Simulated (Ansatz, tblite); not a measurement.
Cost and result up the ladder for the cluster Cd2SeF2 (5 atoms). The state is a singlet with charge 0. Geometry: PBE-D4/def2-SVP.

```tsv
atom	x (Å)	y (Å)	z (Å)
Cd1	-0.6729	-1.4284	-0.7286
Cd2	0.4097	1.6151	0.4986
Se3	-1.2833	0.9087	-1.1210
F4	1.7512	2.2025	1.7854
F5	-0.2047	-3.2979	-0.4344
```

Ansatz on 4 threads of Intel Xeon on a shared host; xTB runs through tblite on one thread. Times are rough, summed over both states, and most runs start from the orbitals of an earlier one. PBE0-D4/def2-TZVP serves as the yardstick here, not as an exact answer. The other state is a doublet.

In the def2 sets Cd takes a core potential; there is no spin–orbit coupling. The xTB rows come from tblite. The structure comes from a short search, and lower isomers may exist.

Raw xTB energies of ions are shifted by several eV.

```
                          level  functions  vertical IE (eV)  difference from PBE0-D4/def2-TZVP (eV)
                       GFN2-xTB         25             14.51                                    4.92
PBE0-D4/def2-TZVP (with forces)        190              9.59                                    0.00
               PBE-D4/def2-TZVP        190              9.42                                   -0.17
            r2SCAN-D4/def2-TZVP        190              9.54                                   -0.06
                       GFN1-xTB         25             13.84                                    4.25
```

Problem. Estimate how long each takes.

Solution. GFN1-xTB 0.007 s; GFN2-xTB 0.007 s; PBE-D4/def2-TZVP 3.9 s; PBE0-D4/def2-TZVP (with forces) 7.5 s; r2SCAN-D4/def2-TZVP 8.7 s. On shared hardware such times vary by a factor of up to 3.
